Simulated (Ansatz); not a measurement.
Geometry optimisation, Ansatz, UKS PBE/def2-SVP.

The input (input.yaml):

```yaml
crystal:
  periodic: [false, false, false]
  atoms:
    - { symbol: W, position_ang: [0.0, 0.0, -0.029815] }
    - { symbol: Cl, position_ang: [0.0, 0.0, 2.332274] }
    - { symbol: F, position_ang: [1.862031, 0.0, -0.052162] }
    - { symbol: F, position_ang: [0.0, 1.862031, -0.052162] }
    - { symbol: F, position_ang: [-1.862031, 0.0, -0.052162] }
    - { symbol: F, position_ang: [0.0, -1.862031, -0.052162] }
    - { symbol: F, position_ang: [0.0, 0.0, -1.893281] }
    - { symbol: Cl, position_ang: [0.0, 0.0, 5.569467] }
magnetization:
  spin_polarized: true
  initial_magnetization: 1
basis:
  gaussian: { orbitals: def2-SVP }
hamiltonian:
  xc: pbe
relax:
  f_tol: 0.03
  max_steps: 50
```

Launched with:

```bash
$ ansatz run input.yaml --threads 4 --pin off --max-ram 5120MiB --backend cpu --events-out ev --progress --plain --runs-dir out
```

Problem. Where does it end, and by what steps?

Solution. The forces met the threshold. The force dipped under the threshold on the way, but the program's further checks kept it going. After 7 steps the energy has fallen by 0.044 eV; Cl8 moved furthest, 0.33 Å.

```
step  energy less start (eV)  largest force component (eV/Å)  accepted
   0                  0.0000                           0.907       yes
   1                 -0.0250                           0.367       yes
   2                 -0.0291                           0.072       yes
   3                 -0.0309                           0.062       yes
   4                 -0.0325                           0.062       yes
   5                 -0.0433                           0.020       yes
   6                 -0.0422                           0.050        no
   7                 -0.0438                           0.008       yes
```

```xyz
8
Properties=species:S:1:pos:R:3
W 0.000 0.000 0.032
Cl 0.000 0.000 2.338
F 1.863 0.000 -0.002
F 0.000 1.863 -0.002
F -1.863 0.000 -0.002
F 0.000 -1.863 -0.002
F 0.000 0.000 -1.835
Cl 0.000 0.000 5.243
```

Whether the end is a true minimum wasn't checked by a vibrational analysis.

The run took 94 s on 4 threads of Arm Neoverse V2, on a shared host, peak memory 0.42 GiB.
